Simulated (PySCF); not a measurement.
bismuth atom (Bi), quartet (core potentials on Bi). Base run: HF/def2-TZVP in PySCF.

Input for PySCF:
```python
from pyscf import gto, scf

mol = gto.Mole()
mol.atom = '''
    Bi    0.00000000    0.00000000    0.00000000
'''
mol.basis = 'def2-tzvp'
mol.ecp = {'Bi': 'def2-tzvp'}
mol.spin = 3
mol.verbose = 4
mol.build()

mf = scf.UHF(mol)
mf.kernel()
```

Variants of this job, named by their change:

| change | basis functions | E (Eh) | HOMO (eV) |
|---|---|---|---|
| base | 50 | -213.59378 | -8.68 |
| basis = x2c-SVPall; relativity = spin-free X2C; nucleus = Gaussian (with mol.nucmod = 'G'; without mol.ecp = {'Bi': 'def2-tzvp'}) | 62 | -21527.98311 | -8.61 |
| basis = jorge-DZP-DKH; relativity = spin-free X2C (without mol.ecp = {'Bi': 'def2-tzvp'}) | 63 | -21346.08888 | -9.35 |
| basis = ANO-RCC-VDZP; relativity = spin-free X2C (without mol.ecp = {'Bi': 'def2-tzvp'}) | 68 | -21534.02694 | -8.73 |
| basis = ANO-RCC-VDZP; relativity = spin-free X2C; nucleus = Gaussian (with mol.nucmod = 'G'; without mol.ecp = {'Bi': 'def2-tzvp'}) | 68 | -21528.33416 | -8.73 |
| basis = x2c-SVPall; relativity = spin-free X2C (without mol.ecp = {'Bi': 'def2-tzvp'}) | 62 | -21532.64851 | -8.61 |
| basis = ANO-RCC-VDZP; relativity = none (without mol.ecp = {'Bi': 'def2-tzvp'}) | 68 | -16933.84420 | -5.56 |
| basis = jorge-DZP-DKH; relativity = none (without mol.ecp = {'Bi': 'def2-tzvp'}) | 63 | -16740.49011 | -4.64 |
| basis = jorge-DZP-DKH; relativity = spin-free X2C; nucleus = Gaussian (with mol.nucmod = 'G'; without mol.ecp = {'Bi': 'def2-tzvp'}) | 63 | -21342.31073 | -9.35 |
| basis = x2c-SVPall; relativity = none (without mol.ecp = {'Bi': 'def2-tzvp'}) | 62 | -17128.52304 | -3.89 |

Totals shift with the method and basis; they matter in differences.

Open shells are given as the SCF converged; they aren't shown to be the lowest states, and a large step between rows can be another state.

Basis sets contracted for a relativistic Hamiltonian are a mismatch without it, so the rows without relativity aren't non-relativistic limits. No row has spin-orbit coupling; sets with core potentials leave out the core electrons.
